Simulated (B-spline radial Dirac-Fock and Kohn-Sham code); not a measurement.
Energy-loss ionisation edge M3 (3p3/2) of Cr

System: the free chromium atom, [Ar] 3d5 4s1. The computed values come from an atomic code on a B-spline grid: the first Born approximation with generalised oscillator strengths from a Dirac-Hartree-Slater potential (longitudinal and transverse terms; continuum final states only, so no white lines or fine structure). The edge is taken at 49.26 eV (orbital energy of the model).

Partial cross sections σ(β, Δ) in barn, integrated over a window Δ above the edge and up to the collection semi-angle β, for parallel illumination:

```
E₀ (kV)  β (mrad)  Δ = 25 eV  Δ = 50 eV  Δ = 100 eV  Δ = 200 eV  Δ = 300 eV
     60         5      24100      31300       41800       49800       52000
     60        20      45600      62600       86300      105000      110000
     60       100      56900      82700      122000      158000      172000
     80        10          ?          ?           ?           ?           ?
     80        20      39200      54400       75500       91900       97000
     80        50      45600      66000       96900      124000      133000
    100         5      19600      25700       34900       42400       44600
    120        50      34600      50100       73700       95400      103000
    200         5      15700      20800       28600       35200       37300
    200        20      24800      35400       51000       63700       67600
    300         5      14400      19300       26700       33000       35100
    300        10      18600      25900       36300       44700       47400
    300        20      20900      30000       43800       55800       59700
    300        50      21100      30500       44900       58400       63700
```

Task: Give the row for 80 kV and 10 mrad.

Result: 29200 b for 25 eV, 38900 b for 50 eV, 53200 b for 100 eV, 64700 b for 200 eV, 68400 b for 300 eV.
